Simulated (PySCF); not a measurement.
Molfile (atoms numbered from 1):
```
C5H11NOSi2
     RDKit          3D

 20 20  0  0  0  0  0  0  0  0999 V2000
    2.8078    0.6012    0.0739 C   0  0  0  0  0  0  0  0  0  0  0  0
    1.9721   -0.6507   -0.1924 C   0  0  0  0  0  0  0  0  0  0  0  0
    0.2724   -0.5783    0.5707 Si  0  0  2  0  0  4  0  0  0  0  0  0
   -0.6696   -1.9086    0.1748 O   0  0  0  0  0  0  0  0  0  0  0  0
   -2.2302   -1.5946   -0.3629 Si  0  0  0  0  0  4  0  0  0  0  0  0
   -2.2999    0.2836   -0.0932 C   0  0  0  0  0  0  0  0  0  0  0  0
   -0.8412    0.7905   -0.2096 C   0  0  1  0  0  0  0  0  0  0  0  0
   -0.6178    2.1072    0.3496 C   0  0  0  0  0  0  0  0  0  0  0  0
   -0.4147    3.1425    0.8308 N   0  0  0  0  0  0  0  0  0  0  0  0
    2.9493    0.7739    1.1522 H   0  0  0  0  0  0  0  0  0  0  0  0
    3.8079    0.5196   -0.3784 H   0  0  0  0  0  0  0  0  0  0  0  0
    2.3359    1.5081   -0.3358 H   0  0  0  0  0  0  0  0  0  0  0  0
    1.8455   -0.8228   -1.2756 H   0  0  0  0  0  0  0  0  0  0  0  0
    2.4787   -1.5509    0.1968 H   0  0  0  0  0  0  0  0  0  0  0  0
    0.3336   -0.3996    2.0511 H   0  0  0  0  0  0  0  0  0  0  0  0
   -3.2356   -2.3393    0.4453 H   0  0  0  0  0  0  0  0  0  0  0  0
   -2.3606   -1.9795   -1.7993 H   0  0  0  0  0  0  0  0  0  0  0  0
   -2.6756    0.4700    0.9272 H   0  0  0  0  0  0  0  0  0  0  0  0
   -2.9745    0.8155   -0.7824 H   0  0  0  0  0  0  0  0  0  0  0  0
   -0.5466    0.8263   -1.2752 H   0  0  0  0  0  0  0  0  0  0  0  0
  1  2  1  0
  2  3  1  0
  3  4  1  0
  4  5  1  0
  5  6  1  0
  6  7  1  0
  7  8  1  0
  8  9  3  0
  7  3  1  0
  1 10  1  0
  1 11  1  0
  1 12  1  0
  2 13  1  0
  2 14  1  0
  3 15  1  1
  5 16  1  0
  5 17  1  0
  6 18  1  0
  6 19  1  0
  7 20  1  6
M  END
```

Geometry: PBE0-D3(BJ)/def2-SVP; GIAO shifts from PySCF, gas phase, non-relativistic, averaged over equivalent atoms.

At PBE0/pcSseg-1 (222 basis functions, 100 s wall time on 1 thread of an Arm Neoverse N1, shared host):
```csv
atoms,δ (ppm)
C8,125.6
C6,14.7
C7,12.5
C2,10.1
C1,6.1
Si3,19.2
Si5,0.7
O4,50.7
N9,302.7
H16,5.14
H17,4.95
H15,4.87
H20,1.47
H19,1.39
H18,1.29
H14,1.14
H10/H11/H12,1.13
H13,0.62
```

δ = σ(ref) − σ, references computed at the same level: ¹³C (184.41 ppm) and ²⁹Si (351.99 ppm) and ¹H (31.27 ppm) against TMS; H2O for ¹⁷O (334.56 ppm); ¹⁵N (265.67 ppm) against NH3.

Problem. Predict the values at wB97X-D/pcSseg-1 on the same geometry.

Solution. 
| atoms | δ at wB97X-D/pcSseg-1 | change |
| --- | --- | --- |
| C8 | 126.9 | +1.3 |
| C6 | 14.1 | -0.6 |
| C7 | 11.4 | -1.1 |
| C2 | 9.2 | -0.9 |
| C1 | 6.2 | +0.1 |
| Si3 | 19.0 | -0.2 |
| Si5 | 0.0 | -0.7 |
| O4 | 45.3 | -5.4 |
| N9 | 300.4 | -2.3 |
| H16 | 5.04 | -0.10 |
| H17 | 4.85 | -0.10 |
| H15 | 4.81 | -0.06 |
| H20 | 1.36 | -0.11 |
| H19 | 1.34 | -0.05 |
| H18 | 1.23 | -0.06 |
| H14 | 1.06 | -0.08 |
| H10/H11/H12 | 1.11 | -0.02 |
| H13 | 0.55 | -0.07 |

References, each an isolated molecule treated in the same way: TMS for ¹³C (σ = 184.54 ppm), ²⁹Si (σ = 352.93 ppm), ¹H (σ = 31.38 ppm); ¹⁷O (σ = 333.19 ppm) against H2O; ¹⁵N (σ = 263.98 ppm) against NH3.

The largest change is at O4 (oxygen bonded to 2 Si, in a 5-membered ring). Cost: 222 basis functions, 100 s wall time on 1 thread of an Arm Neoverse N1, shared host. The order of the carbon signals is the same at both levels.

Experimental scales use liquid or dissolved standards, which lie at an offset from isolated NH3 (liquid NH3: subtract about 20 ppm) and H2O (liquid H2O: subtract about 36 ppm). Unscaled 15N shifts of sp2 nitrogen come out 20 to 40 ppm too high even then.
